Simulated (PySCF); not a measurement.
Harmonic spectrum computed at PBE0 in the def2-SVPD basis family (core potentials from Rb on, PySCF, no spin–orbit coupling):

```json
{"symmetry": "a2''", "ω (cm⁻¹)": "296", "IR (km/mol, summed over degenerate members)": "53.4"}
{"symmetry": "e'", "ω (cm⁻¹)": "341", "IR (km/mol, summed over degenerate members)": "79.5"}
{"symmetry": "a1'", "ω (cm⁻¹)": "876", "IR (km/mol, summed over degenerate members)": "0.0"}
{"symmetry": "e'", "ω (cm⁻¹)": "963", "IR (km/mol, summed over degenerate members)": "381"}
```

Q: Which molecule gave it? In each, all ligands are bound to the one heavy central atom.
A. TcO₃⁻ (singlet)
B. VO₃⁻ (singlet)
C. SO₃⁻ (doublet)
D. AsO₃⁻ (singlet)

A: D. It has D3h symmetry with As–O 1.642 Å (×3).
